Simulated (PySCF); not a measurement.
Isomers of C5H10O3, one conformer each; single-point electronic energies without zero-point terms and without any empirical dispersion term.

Computed with PySCF at PBE0/def2-SVPD, non-relativistic, each on one gas-phase PBE0-D3(BJ)/def2-SVP geometry that isn't relaxed in the solvent. The solvent is an IEF-PCM continuum (van der Waals radii × 1.2). The model holds no explicit solvent molecules, cavitation or dispersion.

```tsv
isomer	relative energy, gas (kJ/mol)	dipole (D)
`CCC1OCOCO1`	0.0	1.82
`OCC1COCOC1`	20.8	1.35
```

Task: How do the relative energies look in cyclohexane (ε = 2.017)?

Result: 
```json
{"isomer": "`CCC1OCOCO1`", "relative energy, solvent (kJ/mol)": "0.0", "E(solvent) − E(gas) (kJ/mol)": "-8.7", "dipole in solvent (D)": "2.09"}
{"isomer": "`OCC1COCOC1`", "relative energy, solvent (kJ/mol)": "15.9", "E(solvent) − E(gas) (kJ/mol)": "-13.7", "dipole in solvent (D)": "1.54"}
```

The order is unchanged. Conformers: `[CH3:1][CH2:2][CH:3]1[O:4][CH2:5][O:6][CH2:7][O:8]1` with C1–C2–C3–O4 60°, C2–C3–O4–C5 176°, C3–O4–C5–O6 -57°, O4–C5–O6–C7 57°, C5–O6–C7–O8 -57°; `[OH:1][CH2:2][CH:3]1[CH2:4][O:5][CH2:6][O:7][CH2:8]1` with H–O1–C2–C3 -63°, O1–C2–C3–C4 -178°, C2–C3–C4–O5 176°, C3–C4–O5–C6 -56°, C4–O5–C6–O7 60°, O5–C6–O7–C8 -61°. `OCC1COCOC1` gains most from the continuum, while `CCC1OCOCO1` has the largest gas-phase dipole. The gains span 5.0 kJ/mol, the gas-phase energies 20.8 kJ/mol.
